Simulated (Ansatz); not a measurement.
Relaxation of CH$_{3}$AsN (6 atoms, charge -1, multiplicity 1), to a largest force component of 0.015 eV/Å in at most 40 steps.

Computed with RKS PBE0-D4/def2-SVPD (Ansatz).

```xyz
6
Properties=species:S:1:pos:R:3
C -0.659 -1.578 -0.434
N -0.754 -0.409 -0.773
As -0.163 1.403 0.301
H -0.257 -1.956 0.545
H -1.199 1.055 1.350
H -1.151 2.423 -0.264
```

Q: Where does it end, and by what steps?

A: The run converged. The force dipped under the threshold on the way, but the program's further checks kept it going. Limits of this set-up: the dipole of an ion depends on the origin. After 32 steps the energy has fallen by 1.821 eV; N2 moved furthest, 2.08 Å. Parted: N2–As3.

```csv
step,energy less start (eV),largest force component (eV/Å),accepted
0,0.0000,1.973,yes
2,-0.2222,1.113,yes
4,-0.3322,0.642,yes
6,-0.3585,1.017,yes
8,-0.4034,2.690,no
10,-0.5157,1.109,yes
12,-0.6886,0.990,yes
14,-0.7729,5.352,yes
16,-1.0883,1.307,yes
18,-1.3272,1.075,yes
20,-1.5466,0.716,yes
22,-1.7411,0.521,yes
24,-1.7338,2.534,no
26,-1.8151,0.092,yes
28,-1.8201,0.101,no
30,-1.8208,0.023,yes
32,-1.8208,0.005,yes
```

```xyz
6
Properties=species:S:1:pos:R:3
C -0.666 -1.441 -0.711
N -0.859 -2.422 -1.294
As -0.055 1.527 1.060
H -0.469 -0.461 -0.128
H -1.379 1.376 1.827
H -0.754 2.357 -0.029
```

Run time: 52 s on 2 threads of Intel(R) Xeon(R) Platinum 8488C (Sapphire Rapids) (shared host), peak memory 0.25 GiB.
